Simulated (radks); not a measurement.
Valence configurations of Rh I (all share [Kr]). Method: non-relativistic Kohn-Sham, LDA (Slater exchange, Perdew-Wang correlation), spin-unpolarised, spherical densities, point nucleus; relativity is left out, which matters for an element this heavy; computed with a radial shooting solver on a logarithmic mesh with Libxc functionals. Energies are relative to 4d8 5s1; eigenvalues in eV.

| valence | E (eV) | e(4d) | e(5p) | e(5s) |
|---|---|---|---|---|
| 4d9 | -1.482 | -3.894 | - | - |
| 4d8 5s1 | 0.000 | -6.512 | - | -4.209 |
| 4d7.5 5s1.5 | 1.382 | -7.970 | - | -4.732 |
| 4d8 5s0.5 5p0.5 | 1.633 | -7.342 | -1.461 | -4.784 |
| 4d7.5 5s1 5p0.5 | 3.142 | -8.757 | -1.690 | -5.265 |
| 4d7 5s2 | 3.251 | -9.509 | - | -5.255 |
| 4d8 5p1 | 3.326 | -8.082 | -1.828 | - |
| 4d7.5 5s0.5 5p1 | 4.959 | -9.474 | -2.041 | -5.734 |
| 4d7 5s1 5p1 | 7.080 | -10.955 | -2.264 | -6.201 |
| 4d7 5p2 | 11.123 | -12.208 | -2.834 | - |

NIST lists [Kr] 4d8 5s1 as the ground configuration; this level of theory puts 4d9 lower, by 1.482 eV. The energies are those of spherical spin-averaged densities, not of single terms. Relativity is left out, which favours d and f over s occupation in heavy atoms.
